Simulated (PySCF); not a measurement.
Species: C2H7PSi.
Numbering: `[CH2:1]=[CH:2][SiH2:3][PH2:4]` (hydrogens: H5, H6 on C1; H7 on C2; H8, H9 on Si3; H10, H11 on P4)

Method used: MP2 and CCSD/aug-cc-pVDZ in PySCF, restricted Hartree–Fock reference, frozen core, non-relativistic, gas phase, PBE0-D3(BJ)/def2-SVP geometry.

E(HF) = -709.47017 Eh.

**Question.** How large is the problem?

**Answer.** 163 basis functions and 48 electrons; 12 orbitals frozen, which leaves o = 12 correlated occupied and v = 139 virtual orbitals. That is o·v = 1668 singles and o·v(o·v + 1)/2 = 1391946 distinct closed-shell doubles amplitudes before symmetry; the costliest CCSD step grows as o²v⁴ = 5.4 × 10^10.

**Question.** What are the MP2 and CCSD correlation energies?

**Answer.** MP2 -0.5157 Eh and CCSD -0.5798 Eh, which gives totals of -709.98588 and -710.04996 Eh. That is 0.657 eV for each correlated electron at CCSD (1522 kJ/mol in all, 0.082 % of the total energy); MP2 gives 88.9 % of the CCSD value.

**Question.** What is the T1 diagnostic?

**Answer.** 0.0127, below the customary warning level of 0.02. It is the norm of the spatial-orbital singles amplitudes over the root of the number of correlated electrons, so the norm is 0.062.

**Question.** How does correlation change the dipole moment?

**Answer.** HF gives 1.02 D and CCSD (unrelaxed density) 0.87 D, a change of -0.15 D.

No triples correction and no basis-set extrapolation were made.

The job also held the EOM ionisation roots. Time: 4.4 min of wall time. Hardware: one thread of an Arm Neoverse V1, shared host.

Conformer computed: `[CH2:1]=[CH:2][SiH2:3][PH2:4]`: C1–C2–Si3–P4 -111°, H–P4–Si3–C2 -166°, H–P4–Si3–C2 -72°.

One conformer stands for the species.
